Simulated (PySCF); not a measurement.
LaSe: frontier orbitals

LC-ωPBE at R = 2.536 Å; La def2-TZVPP with ECP46, Se def2-TZVPP; scalar-relativistic core potentials (PySCF 2.14). State: doublet, about 0.1 electrons in the 4f shell (Mulliken). Only the outer orbitals are listed, counted within each symmetry, core potentials removing the inner ones.

```
spin  orbital  occ.  ε (eV)  on La (%)   main shells (%)
   α       8σ     1  -27.81         93           93 La p
   α       4π     1  -27.59        100          100 La p
   α       4π     1  -27.59        100          100 La p
   α       9σ     1  -19.08         13           86 Se s
   α      10σ     1   -8.54         29  69 Se p, 24 La d
   α       5π     1   -8.34         24  75 Se p, 19 La d
   α       5π     1   -8.34         24  75 Se p, 19 La d
   α      11σ     1   -6.11        101  83 La s, 13 La d
   α       6π     0   -0.25         97  64 La p, 33 La d
   α       6π     0   -0.25         97  64 La p, 33 La d
   α       2δ     0   -0.07        100          100 La d
   β       8σ     1  -27.60         93           93 La p
   β       4π     1  -27.40        100          100 La p
   β       4π     1  -27.40        100          100 La p
   β       9σ     1  -19.14         13           87 Se s
   β      10σ     1   -8.54         26  72 Se p, 20 La d
   β       5π     1   -8.37         22  78 Se p, 17 La d
   β       5π     1   -8.37         22  78 Se p, 17 La d
   β      11σ     0   -0.79        100  81 La s, 13 La p
   β       2δ     0    0.43        100          100 La d
   β       2δ     0    0.43        100          100 La d
```

Which are the highest filled and the lowest empty level, where do they sit, and how wide is the gap?

Highest filled α 11σ at -6.11 eV (in %: 83 La s, 13 La d); lowest empty β 11σ at -0.79 eV (in %: 81 La s, 13 La p); the gap at LC-ωPBE is 5.32 eV.

```json
{
  "bond order (Mayer)": "2.36",
  "⟨S²⟩": "0.753",
  "charge on La (Mulliken, basis-dependent)": "0.43",
  "charge on La (Löwdin, basis-dependent)": "-0.15",
  "dipole moment (positive dipole means La(−)Se(+))": "-7.60 D"
}
```

Shares are Mulliken populations and can fall outside 0 to 100 %.

Spin–orbit coupling is left out. With d or f electrons several states lie close, and the lowest PBE0 determinant need not be the measured ground state.
